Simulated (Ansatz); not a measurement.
A structure relaxed at B3LYP/def2-SVPD in Ansatz, charge -1, singlet:

Cartesian coordinates in Å:
```
Cs 3.335 -2.593 1.853
Cs 3.233 -3.692 -3.266
Cs -3.082 4.067 -0.925
Cs 1.945 -2.284 6.590
Cs -0.191 -0.020 -1.975
Cs -5.264 2.397 -5.248
Cs 0.024 2.124 2.972
```

(1) Give its formula.

(2) Summarise the bond lengths by kind (pairs closer than 1.2 times the sum of covalent radii, bridged metal pairs left out).

Answers

(1) Cs7⁻.

(2) 8 × Cs–Cs 4.95 to 5.81 Å.

In the def2 sets Cs takes a core potential; there is no spin–orbit coupling. The restricted singlet is unstable towards broken spin symmetry in Hartree–Fock (as tested in another run); at B3LYP/def2-SVPD this wasn't settled. Another isomer (singlet) lies 0.35 eV lower at PBE0/def2-TZVPD; other spin states weren't run for this one.
